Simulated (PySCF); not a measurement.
C4H6N3O (charge -1).
InChI=1S/C4H6N3O/c1-3-4(8-2)6-7-5-3/h1-2H3/q-1

Torsions of this conformer, `[CH3:1][O:2][c:3]1[n:4][n:5][n-:6][c:7]1[CH3:8]`: C1–O2–C3–N4 -1°.

The closed-shell ground state was solved at several levels (PySCF, density fitting, gas phase, non-relativistic). Geometry: GFN2-xTB, one conformer, isolated ion. No diffuse functions stand in pcJ-1 and pcSseg-1, which bears on an anion's orbital energies.

| level | basis functions | total energy (Eh) | HOMO (eV) | LUMO (eV) | gap (eV) |
| --- | --- | --- | --- | --- | --- |
| B3LYP/pcJ-1 | 276 | -395.5113 | -0.62 | 5.13 | 5.75 |
| CAM-B3LYP/def2-SVPD | 211 | -395.0587 | -2.34 | 4.60 | 6.94 |

**Question.** What might PBE0/pcSseg-1 (166 basis functions) give for the same quantities?

**Answer.** Total energy -395.0132 Eh, HOMO -0.84 eV, LUMO 5.44 eV, gap 6.28 eV.

**Question.** Over all these levels, which gives the widest orbital gap and which the narrowest?

**Answer.** CAM-B3LYP/def2-SVPD (range-separated hybrid) has the widest, 6.94 eV, and B3LYP/pcJ-1 (global hybrid, 20 % exact exchange) the narrowest, 5.75 eV. Functional and basis both differ between the two, so the spread mixes both effects.
